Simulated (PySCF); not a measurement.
Species: C₅H₁₀S₂.
Cartesian coordinates in Å at the PBE0-D3(BJ)/def2-SVP level; atoms count from 1:
```xyz
17
C5H10S2 angstrom
C     -2.1166   -0.1617    0.5412
C     -1.1716    0.3418   -0.5346
C     -0.0128   -0.6042   -0.8620
C      0.9908   -0.8581    0.2641
C      1.7234    0.3822    0.7576
S      0.6025    1.6044    1.5074
S     -0.5361    2.0265   -0.1722
H     -2.4661   -1.1792    0.3023
H     -2.9933    0.4954    0.6296
H     -1.6177   -0.1902    1.5213
H     -1.7378    0.5153   -1.4664
H      0.5240   -0.1987   -1.7360
H     -0.4407   -1.5716   -1.1766
H      0.4901   -1.3410    1.1202
H      1.7413   -1.5804   -0.0995
H      2.2790    0.8767   -0.0557
H      2.4419    0.1229    1.5522
```

Method: PBE0-D3(BJ)/def2-SVP geometry optimisation, gas phase (PySCF).

Take the most abundant isotopes and a rigid rotor. The values belong to one conformer with, in the numbering `[CH3:1][C@@H:2]1[CH2:3][CH2:4][CH2:5][S:6][S:7]1`, C1–C2–C3–C4 -64°, C2–C3–C4–C5 -61°, C3–C4–C5–S6 64°, C4–C5–S6–S7 -63°.

(1) Give the principal moments of inertia and the rotational constants in MHz.

(2) What kind of rotor is it?

(3) What does the inertial defect say?

(4) Give the other two planar moments, Paa and Pbb, and the rms extents of the mass along the axes.

(5) Where do the levels up to J = 4 lie, in K?

(6) Which lines would a microwave search look for?

Results:

(1) Ia = 229.47, Ib = 264.55, Ic = 370.87 u·Å²; 505379 MHz·u·Å²/I gives A = 2202, B = 1910, C = 1363 MHz.

(2) An asymmetric top; Ray's κ = 0.304.

(3) Not planar: Δ = Ic − Ia − Ib = -123.15 u·Å². For a rigid frame Δ = −2 Σ m c², so Σ m c² = 61.57 u·Å² lies off the ab plane: 15.09 from hydrogen and 46.49 from heavier atoms. The atom farthest from that plane is 1.92 Å away.

(4) Paa = Σ m a² = (Ib + Ic − Ia)/2 = 202.98 and Pbb = Σ m b² = (Ia + Ic − Ib)/2 = 167.89 u·Å². With the mass M = 134.02 u, the rms extents √(P/M) along a, b and c are 1.23, 1.12, 0.68 Å.

(5) Above 0(0,0), as E/k:
J = 1: 1(0,1) 0.157, 1(1,1) 0.171, 1(1,0) 0.197
J = 2: 2(0,2) 0.455, 2(1,2) 0.459, 2(1,1) 0.538, 2(2,1) 0.580, 2(2,0) 0.596
J = 3: 3(0,3) 0.881, 3(1,3) 0.882, 3(1,2) 1.032, 3(2,2) 1.051, 3(2,1) 1.112, 3(3,1) 1.195, 3(3,0) 1.204
J = 4: 4(0,4) 1.438, 4(1,4) 1.438, 4(1,3) 1.659, 4(2,3) 1.665, 4(2,2) 1.795, 4(3,2) 1.844, 4(3,1) 1.885, 4(4,1) 2.020, 4(4,0) 2.023

(6) The dipole components are |μa| = 1.16 D, |μb| = 2.39 D, |μc| = 0.11 D. Intensities carry the squares of the components, which stand as 0.23 : 1.00 : 0.00 (a : b : c). Some lines, for components of 0.1 D or more:

```
type  branch         J(Ka,Kc)    MHz  lower level (cm⁻¹)
   b       Q  2(1,1) ← 2(0,2)   1732               0.316
   b       Q  4(1,3) ← 4(0,4)   4624               0.999
   a       R  2(1,1) ← 1(1,0)   7094               0.137
   b       R  3(2,2) ← 2(1,1)  10695               0.374
   b       R  4(1,3) ← 3(2,2)  12677               0.731
   a       R  5(1,5) ← 4(1,4)  14304               0.999
   a       R  5(1,4) ← 4(1,3)  15719               1.153
   c       R  4(2,2) ← 3(1,2)  15904               0.717
   a       R  5(3,2) ← 4(3,1)  17968               1.310
   c       R  5(4,1) ← 4(3,1)  20389               1.310
   c       R  5(3,3) ← 4(2,3)  20397               1.157
```

Not checked by PBE0-D3(BJ)/def2-SVP frequencies. These are rigid-rotor constants of the computed structure; measured ground-state constants (B0) also hold zero-point vibration. A rigid rotor knows nothing of internal rotation, which can split or shift real lines.
